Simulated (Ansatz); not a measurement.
NP, triplet (typed; the unrestricted solution is spin-contaminated), geometry from GFN2-xTB (a higher spin typed on purpose: for a closed-shell molecule this is an excited state), atoms displaced at random by about 0.03 Å a coordinate; HF/cc-pVDZ, gradient in Ansatz (a quantum-chemistry and plane-wave program).

Ansatz was given this input:
Ansatz 0.2 input:
```yaml
crystal:
  periodic: [false, false, false]
  atoms:
    - {symbol: N, position_ang: [-0.08649841, 0.07545771, -1.05013651]}
    - {symbol: P, position_ang: [-0.00849993, 0.01914616, 0.47597158]}
basis:
  gaussian:
    orbitals: cc-pVDZ
hamiltonian:
  xc: hf
magnetization: {spin_polarized: true, initial_magnetization: 2}
output: {forces: true}
```

It wrote (shortened):

```
Functional definition: HF
330 factors; integrals over basis functions are off by at most 7.8e-4 eV
mean field evaluation 1: about -10747.0765 eV, gradient 1.7e1 eV
mean field evaluation 2: about -10747.0818 eV, gradient 1.7e1 eV
mean field evaluation 4: about -10748.9898 eV, gradient 2.8e0 eV
mean field evaluation 8: about -10749.3943 eV, gradient 7.7e-1 eV
mean field evaluation 16: about -10749.5144 eV, gradient 9.6e-1 eV
mean field evaluation 32: about -10750.0184 eV, gradient 9.3e-1 eV
mean field evaluation 64: about -10749.2970 eV, gradient 6.1e-1 eV
mean field evaluation 96: about -10749.4407 eV, gradient 4.8e-1 eV
mean field -10750.31174744 eV, -395.0666698954 hartree, gradient 2.0e-5 eV, S^2 2.309638; 5 other end points of the search recorded, 0 dependent functions left out
the calculation of the forces begins
reference -10750.31174744 eV, -395.0666698954 hartree; 12, 10 occupied and 20, 22 virtual orbitals, 330 factors
Total energy: -10750.31174744 eV, -395.0666698954 hartree
Atom 0 at    -0.086498     0.075458    -1.050137 Å, force    -0.334754     0.241678    -6.549754 eV/Å
Atom 1 at    -0.008500     0.019146     0.475972 Å, force     0.334754    -0.241678     6.549754 eV/Å
Dipole moment:     0.015643    -0.011294     0.306072 e Å
```
